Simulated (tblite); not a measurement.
Computed values, GFN2-xTB/tblite, gas phase, harmonic and unscaled. The method is semi-empirical: single wavenumbers can be off by several per cent or more. Modes of hydrogen on silicon can be 10 to 20 % off. One conformer each. Thermal functions are those of the rigid rotor and harmonic oscillator, without mixing of conformers.

Question: Order these by their ideal-gas entropy at 500 K and 1 bar, highest first (cal/(mol K)).
A. `O=C1CC=C[Si@]12CCOC2`
B. `CC[Si]1(O)C=C[SiH2]C=C1`
C. `CCC1=C(CC=O)[SiH2][SiH2]1`
D. `C=C(C)/C=C(\C=O)[SiH2]C=O`

Answer: D (144.2), C (140.8), B (139.1), A (127.0).

```
                   SMILES  atoms  mass (u)  symmetry number  modes under 300 cm⁻¹  ZPE (kcal/mol)  S translation (cal/(mol K))  S rotation  S vibration      S    Cp
C=C(C)/C=C(\C=O)[SiH2]C=O     20    154.05                1                    10            90.3                         43.6        32.0         68.6  144.2  65.2
CCC1=C(CC=O)[SiH2][SiH2]1     21    156.04                1                     9            97.2                         43.6        31.9         65.3  140.8  67.0
  CC[Si]1(O)C=C[SiH2]C=C1     21    156.04                1                    10            99.8                         43.6        31.6         63.8  139.1  67.6
     O=C1CC=C[Si@]12CCOC2     20    154.05                1                     7            97.0                         43.6        31.4         51.9  127.0  61.2
```

Entropies and Cp are for 500 K and 1 bar.
